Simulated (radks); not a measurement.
Coulomb parameter of the 5d shell of the tantalum ion Ta2+ in the model configuration [Xe] 4f14 5d2 6s1, as a second difference U = [E(n + 0.5) + E(n - 0.5) - 2 E(n)] / (0.5)^2 with all orbitals relaxed. "Bare": the charge of the atom changes with n. "Screened": the 6s shell takes up the change at fixed total charge, which measures U(5d,5d) + U(6s,6s) - 2 U(5d,6s). Calculated with a radial shooting solver on a logarithmic mesh with Libxc functionals: Dirac Kohn-Sham, PBE, spin-unpolarised, spherical densities, point nucleus; open shells are shared between the two j in proportion to 2j + 1.

| case | configuration | E - E(n) (eV) |
|---|---|---|
| start | [Xe] 4f14 5d2 6s1 | 0.000 |
| bare +0.5 | [Xe] 4f14 5d2.5 6s1 | -8.837 |
| bare -0.5 | [Xe] 4f14 5d1.5 6s1 | 11.465 |
| screened +0.5 | [Xe] 4f14 5d2.5 6s0.5 | -0.225 |
| screened -0.5 | [Xe] 4f14 5d1.5 6s1.5 | 0.426 |

U(bare) = 10.512 eV, U(screened by 6s) = 0.801 eV.
